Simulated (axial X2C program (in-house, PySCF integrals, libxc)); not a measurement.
# Working with the constants of InF

A bond curve at the CCSD(T) level, 2c, was computed with an in-house all-electron X2C program for linear molecules (integrals from PySCF) (basis In dyall-cv3z [11s12p9d4f1g], F dyall-av3z [7s6p3d2f] (cores contracted in-house)) for the state Ω = 0 (closed shell). Its fit gives Re = 2.0083 Å, ωe = 523.8 cm⁻¹, ωexe = 2.61 cm⁻¹ and αe = 1.810e-03 cm⁻¹; the masses are 114.9039 and 18.9984 u. Two-component means X2C with spin–orbit coupling and atomic mean-field Coulomb and Gaunt terms.

Correlated methods: 10 electrons correlated (number of frozen shells: In 4 s, 3 p, 2 d; F 1 s), 258 virtual spin orbitals or spinors in MP2, 90 natural virtuals in coupled cluster.

Task: Find the reduced mass, Be and the force constant.

Result: From the CCSD(T) values: μ = 16.3029 u. Be = 16.8576/(μ Re²) = 0.2564 cm⁻¹. k = 5.8918×10⁻⁷ μ ωe² = 2.64 mdyn/Å.

Task: Estimate De from a Morse curve and compare with the computed well depth of 5.400 eV to In + F.

Result: De(Morse) = ωe²/(4ωexe) = 3.258 eV against 5.400 eV computed, a ratio of 0.60. The extrapolation falls short: long-range attraction (ionic or ion–induced dipole) or a change of character along the curve can cause this.

Task: Give B0, the J = 1←0 line in GHz and the most populated J at 300 K (kT = 208.5 cm⁻¹).

Result: B0 = Be − αe/2 = 0.2555 cm⁻¹; 2B0 = 15.32 GHz; J(max) ≈ √(kT/2B0) − 1/2 = 19.7, so J = 20.

Task: Estimate the centrifugal constant by the Kratzer relation.

Result: D = 4Be³/ωe² = 2.46e-07 cm⁻¹.

Task: Where do the fundamental and the first overtone lie?

Result: ν(1←0) = ωe − 2ωexe = 518.6 cm⁻¹; ν(2←0) = 2ωe − 6ωexe = 1031.9 cm⁻¹.

The state is a single determinant with fixed occupations, the lowest that a limited PBE0 search found. Dissociation energies refer to the lowest single-determinant-based atoms at the same level and basis. CCSD and (T) use frozen natural virtuals with an MP2 correction for the truncation; (T) itself is uncorrected, so its De runs slightly low. With the outer-core shells frozen, correlated bond lengths of heavy atoms tend to come out a few hundredths of an ångström too long.
